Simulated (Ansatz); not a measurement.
Reaction: H3BPO (SMILES B([PH])O, doublet) → H3BPO (SMILES O[B]P, doublet)
Each species at its own B3LYP-D3(BJ)/def2-TZVP minimum (Ansatz, a program for electronic structure), one conformer.

Total energies in hartree (Ansatz). Radicals and triplets start from unrestricted determinants; spin-orbit coupling is neglected. Correlated methods leave the cores frozen. No relativity.

| species | HF/cc-pV(T+d)Z | CCSD(T)/cc-pV(T+d)Z | HF/cc-pV(Q+d)Z | CCSD(T)/cc-pV(Q+d)Z | CCSD(T)/cc-pV(D+d)Z | CCSDT(Q)/cc-pV(D+d)Z |
|---|---|---|---|---|---|---|
| 1: H3BPO (SMILES OB[PH], doublet) | -442.10987 | -442.63114 | -442.12081 | -442.67455 | -442.48331 | -442.48535 |
| 2: H3BPO (SMILES O[B]P, doublet) | -442.07763 | -442.59958 | -442.08888 | -442.64402 | -442.45073 | -442.45289 |

Problem. Work out the isomerisation energy (electronic) in kcal/mol: take Hartree-Fock from cc-pV(Q+d)Z, extrapolate the CCSD(T) correlation energy as X^-3 (X = 3, 4), and add CCSDT(Q) - CCSD(T) in cc-pV(D+d)Z. 1 hartree = 627.51 kcal/mol.

Solution. 
Species 1: correlation (64·(-0.55374) - 27·(-0.52127))/37 = -0.57743; step -0.00204; E1 = -442.12081 + (-0.57743) + (-0.00204) = -442.70028
Species 2: correlation (64·(-0.55514) - 27·(-0.52195))/37 = -0.57936; step -0.00216; E2 = -442.08888 + (-0.57936) + (-0.00216) = -442.67040
-1·E1 +1·E2 = 0.02988 hartree = 18.7 kcal/mol.
